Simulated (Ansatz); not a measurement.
Two isomers of CH3BFNO: A = `FB1NCO1`, B = `NC1(F)BO1`.

Computed with Ansatz on PBE0-D4/def2-TZVP structures; ΔE is electronic, products minus reactants. CBS: MP2 limit from def2 TZ/QZ plus the TZ coupled-cluster correction, frozen cores. DFT in def2-TZVPP. B3LYP here is the variant with VWN-RPA as its local correlation; programs differ in this. One conformer a species, not always the lowest.

(1) Which is lower in electronic energy at CCSD(T)/CBS, and by how much? (An estimate is asked.)

(2) Give E(B) − E(A) in kcal/mol with MP2/def2-TZVPP, B3LYP-D4, HF/def2-TZVPP, PBE-D4, ωB97M-V, CCSD(T)/def2-TZVPP, LDA (SPW92). (An estimate is asked.)

(3) Does the order hold for the free energy at 298.15 K (harmonic terms from PBE0-D4)? (Best estimate.)

Largest T1 diagnostic: 0.015.

Results:

(1) Ansatz gave: A, by 75.3 kcal/mol.

(2) The calculation gave: MP2/def2-TZVPP 76.7, B3LYP-D4 72.8, HF/def2-TZVPP 80.1, PBE-D4 69.5, ωB97M-V 73.0, CCSD(T)/def2-TZVPP 75.4, LDA (SPW92) 71.7. None reverses the order clearly.

(3) Computed: Yes: G(B) − G(A) = +72.8 kcal/mol, for one conformer each.

At CCSD(T), def2-SVP lies +0.9 kcal/mol from the extrapolated value and def2-TZVPP +0.1 kcal/mol. From BLYP to BHLYP (50 % exact exchange), in def2-TZVPP and without D4, E(B) − E(A) moves by +7.5 kcal/mol.
